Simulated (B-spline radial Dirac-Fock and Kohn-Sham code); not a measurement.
## Atomic thulium: differential elastic cross section for electrons at 13.6 keV

Calculated with a B-spline atomic structure program, using relativistic (Dirac) partial waves in the static field of the Dirac-Fock atom with Furness-McCarthy exchange, without polarisation or absorption potentials.

The run's input, task.json:

```json
{"items": [{
  "Z": 69,
  "q": 0,
  "cfg": [[1, 0, 2], [2, 0, 2], [2, 1, 6], [3, 0, 2], [3, 1, 6], [3, 2, 10], [4, 0, 2], [4, 1, 6], [4, 2, 10], [4, 3, 13], [5, 0, 2], [5, 1, 6], [6, 0, 2]],
  "A": 169,
  "rrms": 5.2256,
  "do": "elastic",
  "energies": [[13600.0, 0]],
  "theta": [0, 0.5, 1, 2, 4, 8, 12, 16, 24, 32, 45, 60, 75, 90, 105, 120, 135, 150, 165, 180]
}]}
```

Launch: `python xray2_run.py task.json out`

```csv
θ (°),dσ/dΩ (Å²/sr),Sherman function
0,138,0.000
0.5,116,0.000
1,76.6,0.000
2,29.8,0.000
4,8.04,0.000
8,1.29,0.000
12,0.385,0.000
16,0.166,-0.001
24,0.0519,-0.005
32,0.0213,-0.001
45,0.00749,0.031
60,0.00323,0.069
75,0.00181,0.029
90,0.00125,-0.085
105,0.00104,-0.187
120,0.000980,-0.218
135,0.000986,-0.190
150,0.00101,-0.133
165,0.00104,-0.067
180,0.00104,0.000
```

The total elastic cross section is 0.694 Å², the first transport cross section 0.0244 Å² and the second, weighted with (3/2) sin²θ, 0.0433 Å². The mean deflection is ⟨1 − cos θ⟩ = 0.0351, and 0.94 % of the collisions scatter beyond 90°.

On this grid of angles the cross section has a minimum near 120°.
